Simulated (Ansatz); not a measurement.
`[Br][Sn][Br]` + H–F → `[F][Sn][Br]` + HBr at 600 K and 1 bar (ligand exchange at the Sn–Br bond).

Calculated with Ansatz (gas phase, PBE0-D4/def2-TZVP geometries, no zero-point term in ΔE). CBS: MP2 limit from def2 TZ/QZ plus the TZ coupled-cluster correction, frozen cores. This one scheme is used for every species. Elements past krypton have def2 core potentials. For Br, Sn outer-core shells are correlated without core-valence functions, which leaves a few kJ/mol of doubt a bond. Scalar relativity is left out up to krypton.

| species | CCSD(T)/CBS energy (Eh) | H − E (kJ/mol) | S (J/(mol·K)) |
| --- | --- | --- | --- |
| `[Br][Sn][Br]` | -5360.78051 | 35.2 | 368.9 |
| H–F | -100.39570 | 42.3 | 194.0 |
| `[F][Sn][Br]` | -2887.23951 | 35.9 | 350.0 |
| HBr | -2573.91920 | 33.5 | 219.1 |

H − E and S are ideal-gas, rigid-rotor, harmonic terms from PBE0-D4/def2-TZVP. 1 Eh = 2625.50 kJ/mol, R = 8.31446 J/(mol·K).

By hand: ΔE, ΔH, ΔS and ΔG.

ΔE = (-2887.23951) + (-2573.91920) − (-5360.78051) − (-100.39570) = 0.01750 Eh = 45.9 kJ/mol. Δ(H − E) = 35.9 + 33.5 − 35.2 − 42.3 = -8.1, so ΔH = 37.8 kJ/mol. ΔS = 350.0 + 219.1 − 368.9 − 194.0 = 6.2 J/(mol·K). ΔG = 37.8 − 600 × (6.2)/1000 = 34.1 kJ/mol.

By hand: the equilibrium constant, and the temperature at which ΔG would vanish if ΔH and ΔS stayed fixed.

log₁₀ K = −ΔG/(RT ln 10) = -3.0. ΔG = 0 at ΔH/ΔS = 6097 K, far beyond where these terms or the molecules hold.

The number of gas molecules stays the same, so ΔS is small and ΔH decides. A doubt of 5 kJ/mol in ΔE shifts log₁₀ K by 0.4 here. These are equilibria of isolated gas molecules and say nothing of rates. Largest T1 diagnostic: 0.014 (customary marks: 0.02 for closed shells, 0.045 for open ones).
